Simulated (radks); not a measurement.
The numbers below are computed, except where a source is named.
Mean orbital radii <r> (bohr) of the lutetium ion Lu+, [Xe] 4f14 6s2, at several levels of relativity; Dirac values are averaged over j with weights 2j + 1. Spin-unpolarised spherical Kohn-Sham, LDA (Slater exchange, Perdew-Wang correlation), point nucleus unless stated (finite: rms radius 5.37 fm), a radial shooting solver on a logarithmic mesh with Libxc functionals. A level marked "c x" has the speed of light scaled by that factor.

| shell | non-rel. | scalar-rel. | scalar-rel., finite nucleus | Dirac, c x 1.5 | change of magnitude, last against first (%) |
|---|---|---|---|---|---|
| 3s | 0.2307 | 0.2128 | 0.2129 | 0.2228 | -3.41 |
| 3p | 0.2205 | 0.2125 | 0.2125 | 0.2167 | -1.77 |
| 3d | 0.1939 | 0.1925 | 0.1925 | 0.1933 | -0.34 |
| 4s | 0.5179 | 0.4782 | 0.4783 | 0.5007 | -3.32 |
| 4p | 0.5271 | 0.5082 | 0.5082 | 0.5183 | -1.67 |
| 4d | 0.5503 | 0.5479 | 0.5479 | 0.5492 | -0.20 |
| 5s | 1.275 | 1.168 | 1.168 | 1.230 | -3.53 |
| 5p | 1.433 | 1.385 | 1.385 | 1.411 | -1.48 |
| 4f | 0.6907 | 0.7212 | 0.7211 | 0.7035 | +1.84 |
| 5d (empty) | 2.243 | 2.351 | 2.351 | 2.290 | +2.08 |
| 6s | 3.462 | 3.235 | 3.236 | 3.369 | -2.69 |
| 6p (empty) | 4.215 | 4.172 | 4.172 | 4.194 | -0.50 |
